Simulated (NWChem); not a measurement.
System: CH$_{3}$CdFS; SMILES [F][Cd][S]C

```xyz
7

Cd    -0.3190    -0.8018    -0.0200
F     -0.9114    -2.6590    -0.0154
S      0.4210     1.4181    -0.0213
C     -1.1659     2.3539     0.0195
H     -1.7950     2.1572    -0.8693
H     -0.8777     3.4232     0.0095
H     -1.7457     2.1603     0.9418
```
Atoms are numbered in this order, from 1.

Level: PBE-D3(BJ)/def2-SVP with def2 effective core potentials on Cd (NWChem), optimised geometry, unscaled harmonic frequencies. def2 effective core potentials on Cd; no spin-orbit coupling.

```json
[
 {"frequency (cm⁻¹)": "86", "IR intensity (km/mol)": "6.7"},
 {"frequency (cm⁻¹)": "103", "IR intensity (km/mol)": "8.1"},
 {"frequency (cm⁻¹)": "139", "IR intensity (km/mol)": "4.6"},
 {"frequency (cm⁻¹)": "175", "IR intensity (km/mol)": "4.2"},
 {"frequency (cm⁻¹)": "341", "IR intensity (km/mol)": "3.8"},
 {"frequency (cm⁻¹)": "594", "IR intensity (km/mol)": "64.0"},
 {"frequency (cm⁻¹)": "685", "IR intensity (km/mol)": "2.2"},
 {"frequency (cm⁻¹)": "923", "IR intensity (km/mol)": "6.4"},
 {"frequency (cm⁻¹)": "935", "IR intensity (km/mol)": "8.9"},
 {"frequency (cm⁻¹)": "1284", "IR intensity (km/mol)": "16.4"},
 {"frequency (cm⁻¹)": "1400", "IR intensity (km/mol)": "6.8"},
 {"frequency (cm⁻¹)": "1407", "IR intensity (km/mol)": "9.7"},
 {"frequency (cm⁻¹)": "2983", "IR intensity (km/mol)": "19.0"},
 {"frequency (cm⁻¹)": "3088", "IR intensity (km/mol)": "2.1"},
 {"frequency (cm⁻¹)": "3092", "IR intensity (km/mol)": "3.0"}
]
```

The zero-point energy comes out as 24.6 kcal/mol and the thermal correction to the enthalpy at 298.15 K (with zero-point energy) is 29.2 kcal/mol. The heat capacity Cv is 18.4 cal/(mol K) and the entropy at 298.15 K and 1 atm (symmetry number 1) is 82.9 cal/(mol K).

Rigid rotor and harmonic oscillator; modes under 100 cm⁻¹ make the entropy uncertain.
